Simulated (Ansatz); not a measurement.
Molecule: C₃H₃F₄, net charge 0, doublet state. It need not be the lowest isomer of its formula. 
Geometry from a B3LYP-D3(BJ)/def2-TZVP (Ansatz, a quantum-chemistry and plane-wave program) optimisation:
SMILES: F[C](F)CC(F)F
```xyz
10

F      1.9941     0.8512    -1.1601
C      1.1106     0.5752    -0.2000
F      1.7511     0.2764     0.9381
C      0.0353    -0.3833    -0.5892
C     -1.0751    -0.4585     0.4385
F     -1.7608     0.7207     0.4792
F     -1.9583    -1.4324     0.0659
H      0.4629    -1.3870    -0.7105
H     -0.3918    -0.0741    -1.5430
H     -0.7308    -0.6826     1.4496
```
Charge 0, spin multiplicity 2.

Property: atomisation energy (electronic, to ground-state atoms), in eV. Valence correlation only, unless marked. UHF or UKS for open shells. No spin-orbit coupling. Non-relativistic. The coupled-cluster limit lacks core correlation, which all-electron functionals hold. CBS(X,Y): correlation extrapolated as X^-3; Hartree-Fock from the larger set.

```
level                                program  atomisation energy (eV)
----------------------------  --------------  -----------------------
revPBE-D3(BJ)/def2-TZVPD      Ansatz + dftd3                      ___
PBE0-D3(BJ)/def2-TZVP         Ansatz + dftd3                    41.56
PBE0/def2-TZVPD                       Ansatz                    41.41
HSE06-D3(BJ)/def2-TZVPD       Ansatz + dftd3                    41.57
HSE06-D4/def2-TZVPD           Ansatz + dftd4                    41.60
LC-wPBE-D4/def2-TZVPD         Ansatz + dftd4                      ___
B2GP-PLYP/def2-TZVPD                  Ansatz                      ___
SCS-MP2/6-31G*                        Ansatz                    38.61
SCS-MP2/cc-pVDZ                       Ansatz                    37.97
CCSD/6-31G                            Ansatz                      ___
CCSD(T)/CBS(cc-pVTZ,cc-pVQZ)          Ansatz                    41.01
```

Q: Some entries are withheld; supply them.

A: 
- revPBE-D3(BJ)/def2-TZVPD, atomisation energy (eV): 41.26
- LC-wPBE-D4/def2-TZVPD, atomisation energy (eV): 41.80
- B2GP-PLYP/def2-TZVPD, atomisation energy (eV): 40.52
- CCSD/6-31G, atomisation energy (eV): 33.18
